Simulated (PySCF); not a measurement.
Isomers of C4H12GeOSi, from PBE0-D3(BJ)/def2-SVP geometry optimisation, gas phase in PySCF. One conformer each, no zero-point energy, no frequencies.

Problem. Which isomer lies lowest at this level?
A. `[SiH3:1][O:2][GeH2:3][CH:4]1[CH2:5][CH2:6][CH2:7]1` with Si1–O2–Ge3–C4 170°, O2–Ge3–C4–C5 50°, Ge3–C4–C5–C6 -139°, C4–C5–C6–C7 18°, C5–C6–C7–C4 -18°, Ge3–C4–C7–C6 139°: A = 2384, B = 865.8, C = 718.1 MHz, dipole 1.54 D
B. `[GeH3:1][O:2][SiH2:3][CH:4]1[CH2:5][CH2:6][CH2:7]1` with Ge1–O2–Si3–C4 1°, O2–Si3–C4–C5 -53°, Si3–C4–C5–C6 139°, C4–C5–C6–C7 -16°, C5–C6–C7–C4 16°, Si3–C4–C7–C6 -139°: A = 2159, B = 819.9, C = 666.7 MHz, dipole 1.52 D
C. `[CH3:1][C:2]1([GeH2:3][O:4][SiH3:5])[CH2:6][CH2:7]1` with C1–C2–Ge3–O4 67°, C2–Ge3–O4–Si5 40°: A = 2024, B = 1071, C = 881.6 MHz, dipole 1.94 D
D. `[SiH3:1][O:2][GeH:3]1[CH2:4][CH2:5][CH2:6][CH2:7]1` with Si1–O2–Ge3–C4 -179°, O2–Ge3–C4–C5 98°, Ge3–C4–C5–C6 38°, C4–C5–C6–C7 -51°, C5–C6–C7–Ge3 35°: A = 3239, B = 870.3, C = 829.5 MHz, dipole 1.74 D

Solution. D. That is `[SiH3][O][GeH]1[CH2]CC[CH2]1`, 24.7 kcal/mol below the next.

```
                      SMILES                                        mapped SMILES       E (Eh)  relative (kcal/mol)  relative (kJ/mol)  dipole (D)
[SiH3][O][GeH]1[CH2]CC[CH2]1   [SiH3:1][O:2][GeH:3]1[CH2:4][CH2:5][CH2:6][CH2:7]1  -2600.26096                  0.0                0.0        1.74
       [GeH3][O][SiH2]C1CCC1   [GeH3:1][O:2][SiH2:3][CH:4]1[CH2:5][CH2:6][CH2:7]1  -2600.22159                 24.7              103.4        1.52
   C[C]1([GeH2][O][SiH3])CC1  [CH3:1][C:2]1([GeH2:3][O:4][SiH3:5])[CH2:6][CH2:7]1  -2600.22035                 25.5              106.6        1.94
    [SiH3][O][GeH2][CH]1CCC1   [SiH3:1][O:2][GeH2:3][CH:4]1[CH2:5][CH2:6][CH2:7]1  -2600.21999                 25.7              107.6        1.54
```

As drawn, the highest has a four-membered ring, which the lowest lacks.
